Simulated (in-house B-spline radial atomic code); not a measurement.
**PBE0 excitations of I VIII (I7+)**

Method: PBE0. Computed with an all-electron radial atomic-structure program (B-spline basis): linear response of the closed shell [Kr] 4d10 with the functional's adiabatic kernel; scalar-relativistic (spin-free one-electron X2C), finite nucleus, no spin-orbit coupling, no double excitations, S, P, D and F terms only; shells from n = 2 respond. Only terms of natural parity with L up to 3 were computed.

Command:
```bash
python run_td.py task.json out
```
Settings (radii: box in bohr, nucleus in fm):
```
Z                        53
electrons                46
configuration            [Kr] 4d10
hamiltonian              x2c
method                   pbe0
box_radius               12.81
rms_radius               4.75
intervals                69
```

Cost of the run: 4.5 s on 1 thread of Arm Neoverse N1 (shared host).

The lowest states, in the order of their Tamm-Dancoff energies; the method's threshold (minus the highest occupied level) is 143.19 eV. Labels give the largest channel, * marks a mixed state, and oscillator strengths are full-response dipole values. Semilocal kernels can invert the small singlet-triplet splittings of Rydberg terms. Energies in eV:

| state | full response | Tamm-Dancoff | oscillator strength |
| --- | --- | --- | --- |
| 4d → 5s 3D | 45.74 | 45.76 | - |
| 4d → 5s 1D | 46.63 | 46.64 | - |
| 4d → 5p 3P | 60.40 | 60.43 | - |
| 4d → 5p 3F | 60.77 | 60.79 | - |
| 4d → 5p 1F | ? | ? | - |
| 4d → 5p 1P | 62.39 | 62.47 | 0.988 |
| 4d → 4f 3P | 75.41 | 75.46 | - |
| 4d → 4f 3F | 77.05 | 77.09 | - |
| 4d → 4f 1F | 79.73 | 79.78 | - |
| 4d → 5d 3S | 81.57 | 81.60 | - |
| 4d → 5d 3D | 82.70 | 82.71 | - |
| 4d → 5d 1D | 83.32 | 83.33 | - |
| 4d → 5d 1S | 87.89 | 88.45 | - |
| 4d → 4f 1P | 91.03 | 92.43 | 6.22 |
| 4d → 6s 3D | 92.71 | 92.71 | - |
| 4d → 6s 1D | 92.94 | 92.94 | - |
| 4d → 6p 3P | ? | ? | - |
| 4d → 6p 3F | 98.85 | 98.86 | - |
| 4d → 6p 1F | 99.03 | 99.03 | - |
| 4d → 6p 1P | 99.33 | 99.36 | 0.342 |
| 4d → 5f 3P | 104.29 | 104.29 | - |
| 4d → 5f 3F | 104.75 | 104.76 | - |

Task: Where does 4d → 6p 3P lie?

Result: At 98.70 eV in full response, 98.71 eV in Tamm-Dancoff.

Task: Where does 4d → 5p 1F lie?

Result: At 61.34 eV in full response, 61.34 eV in Tamm-Dancoff.

Task: How large is the singlet-triplet splitting of 4d → 5s (D terms) in Tamm-Dancoff?

Result: 0.884 eV, from the unrounded values.

Task: What polarisabilities and dispersion coefficient does the method give?

Result: Dipole 1.05 bohr³, quadrupole 1.258 bohr⁵, C6 2.91 hartree·bohr⁶ for two such species.
